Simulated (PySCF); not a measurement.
## Ionisation energy of Ce⁴²⁺ by level of theory

Ce⁴²⁺ [Ne] 3s2 3p4 (3P) → Ce⁴³⁺ [Ne] 3s2 3p3 (4S), as a difference of total energies. Computed with PySCF 2.14 in an uncontracted even-tempered set (16 s from 7.7 bohr⁻², ratio 2.5; 10 p from 10 bohr⁻², ratio 2.5; 4 d from 44 bohr⁻², ratio 2.7; 4 f from 66 bohr⁻², ratio 2.7), with no relativity, point nucleus. Correlated levels: outer shells: 1s2 frozen; virtual orbitals above 40 to 60 times the deepest correlated orbital energy dropped. The calculations carry no spin-orbit coupling.

```json
{"method": "UHF", "ionisation energy (eV)": "3233.5"}
{"method": "MP2 (outer shells)", "ionisation energy (eV)": "3234.5"}
{"method": "SCS-MP2 (outer shells)", "ionisation energy (eV)": "3234.5"}
{"method": "CCSD (outer shells)", "ionisation energy (eV)": "3234.5"}
{"method": "CCSD(T) (outer shells)", "ionisation energy (eV)": "3234.5"}
```

Spin-orbit coupling is strong in these open shells (close to jj coupling). The scalar numbers leave it out and a first-order estimate fails, so it can dominate the gap to the real levels.

The ground level that NIST lists for one species does not belong to the high-spin term computed here, so part of any gap is the choice of state.

The gap to the reference is mostly relativistic.

For comparison: 3274 ± 4 eV (theoretical estimate listed by NIST; NIST Atomic Spectra Database, ionization energies).
